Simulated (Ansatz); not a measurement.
Two isomers of C2H7GeN: A = `C=C[NH][GeH3]`, B = `C1[CH2][GeH2][NH]1`.

Calculated with Ansatz (gas phase, PBE0-D4/def2-TZVP geometries, no zero-point term in ΔE). CCSD(T)/CBS is the MP2 limit (def2-TZVPP, def2-QZVPP) plus CCSD(T) − MP2 in def2-TZVPP, frozen cores. Functionals use def2-TZVPP. B3LYP here is the variant with VWN-RPA as its local correlation; programs differ in this. For Ge outer-core shells are correlated without core-valence functions, which leaves a few kJ/mol of doubt a bond. Scalar relativity is left out up to krypton. One conformer a species, not always the lowest.

(1) Which is lower in electronic energy at CCSD(T)/CBS, and by how much? (Estimate.)

(2) Give E(B) − E(A) in kcal/mol with CCSD(T)/def2-TZVPP, CCSD(T)/def2-SVP, MP2/def2-TZVPP, ωB97M-V, B3LYP-D4, BLYP-D4, CCSD/def2-TZVPP. (An estimate is asked.)

(3) Does the order hold for the free energy at 298.15 K (harmonic terms from PBE0-D4)? (Estimate.)

Largest T1 diagnostic: 0.012.

## Answers

(1) Computed: B, by 0.5 kcal/mol.

(2) Ansatz gave: CCSD(T)/def2-TZVPP 0.1, CCSD(T)/def2-SVP 3.5, MP2/def2-TZVPP -1.8, ωB97M-V 0.2, B3LYP-D4 4.5, BLYP-D4 6.1, CCSD/def2-TZVPP 0.2. The order is the other way round with CCSD(T)/def2-SVP, ωB97M-V, B3LYP-D4, BLYP-D4, CCSD/def2-TZVPP.

(3) Ansatz gave: No: G(B) − G(A) = +3.5 kcal/mol, for one conformer each.

At CCSD(T), def2-SVP lies +4.0 kcal/mol from the extrapolated value and def2-TZVPP +0.6 kcal/mol. Leaving LDA and LC-ωPBE aside and taking each functional with its dispersion term where it has one, the values, not all of them listed here, spread over 8.6 kcal/mol, from PBE-QIDH to BLYP-D4. LDA lies −2.8 kcal/mol from PBE without D4.
